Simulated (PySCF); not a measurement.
**Computed structure and properties of [Lu(HCN)]3+**

System: [Lu(HCN)]3+ (singlet in the valence; each metal's 4f electrons, 14 of them, lie in its core potential, out of spins and levels); start: template (C∞v). Method: PySCF 2.14.0, RKS BP86, Lu lcecp-1-SVP with ECP60, N def2-SVP, C def2-SVP, H def2-SVP; non-relativistic Hamiltonian with scalar-relativistic core potentials where named; density fitting; no spin-orbit coupling.

Input of the relaxation:

```python
mol = gto.M(atom='''
Lu     0.00000     0.00000    -0.40707
N      0.00000     0.00000     2.03793
C      0.00000     0.00000     3.19793
H      0.00000     0.00000     4.26793''',
    basis={'Lu': 'lcecp-1-SVP', 'N': 'def2-SVP', 'C': 'def2-SVP', 'H': 'def2-SVP'},
    ecp={'Lu': 'lcecp-1-SVP'},
    charge=3, spin=0)
mf = dft.RKS(mol, xc='B88,P86')
mf.grids.atom_grid = (50, 194)  # f atoms: unpruned, at least (60, 302)
mf = mf.density_fit()  # fitting sets: Lu AutoAux, N def2-universal-JKFIT, C def2-universal-JKFIT, H def2-universal-JKFIT
mf.conv_tol = 1e-08; mf.max_cycle = 55
mf.kernel(dm0)  # dm0: converged density of the start geometry
# quasi-Newton relaxation in Cartesian coordinates to a largest gradient under 0.00045 Eh/bohr, steps kept in the point group
```

Run from Python with OMP_NUM_THREADS=2; the lines above give its settings. Where DIIS fails, smearing, a level shift and second-order steps follow.
It took 9.6 s on 2 threads of Arm Neoverse V2, on a shared host, from the converged density of the start.

Course of the relaxation:

| step | energy above end (eV) | largest force component within the symmetry (eV/Å) |
| --- | --- | --- |
| 0 | 0.4883 | 4.074 |
| 1 | 0.1951 | 2.102 |
| 2 | 0.0300 | 0.990 |
| 3 | 0.0045 | 0.326 |
| 4 | 0.0004 | 0.113 |
| 5 | 0.0000 | 0.036 |
| 6 | 0.0000 | 0.003 |

Relaxed geometry (C∞v):

```xyz
4

Lu    0.0000    0.0000   -0.2110
N     0.0000    0.0000    1.9395
C     0.0000    0.0000    3.1205
H     0.0000    0.0000    4.2477
```

| contact | Å |
| --- | --- |
| Lu1–N2 (HCN) | 2.150 |

On the finer grid (75, 302):

```json
{
 "HOMO": "-26.17 eV",
 "LUMO": "-21.03 eV",
 "Dipole about the centre of mass": "5.96 D",
 "Set of Mulliken populations of Lu1 outside the core potential": "s 2.11, p 6.06, d 0.41, f 0.02",
 "D3(BJ) dispersion energy (not in the energies)": "-0.170 eV"
}
```

```
atom  Mulliken (e)  Löwdin (e)  spin (e)
 Lu1          2.40        2.27      0.00
  N2         -0.08       -0.02      0.00
  C3          0.36        0.55      0.00
  H4          0.33        0.20      0.00
```

The 4f levels lie in the core potential and are missing.

On the grid (50, 194), as all that follows. Harmonic modes: a minimum; lowest 268 cm⁻¹ (negative: unstable), highest 3036 cm⁻¹, zero-point energy 0.476 eV.

Taking off one HCN (charge 0, singlet; the rest: singlet) in vacuum, both parts rigid, costs 6.34 eV; the small basis without counterpoise inflates it. Parting with an electron moved from the ligand to the metal can be far cheaper, even downhill.

Rigid scan of HCN along the line from its metal:

| distance to N2 (Å) | energy (eV) |
| --- | --- |
| 1.85 | 1.056 |
| 1.95 | 0.402 |
| 2.05 | 0.087 |
| 2.15 | 0.000 |
| 2.25 | 0.065 |
| 2.35 | 0.227 |
| 2.55 | 0.700 |

One start shape was tried, so this needn't be the lowest isomer.

An lcecp potential fixes the number of 4f electrons, so in runs with it no electron can move into or out of that shell.
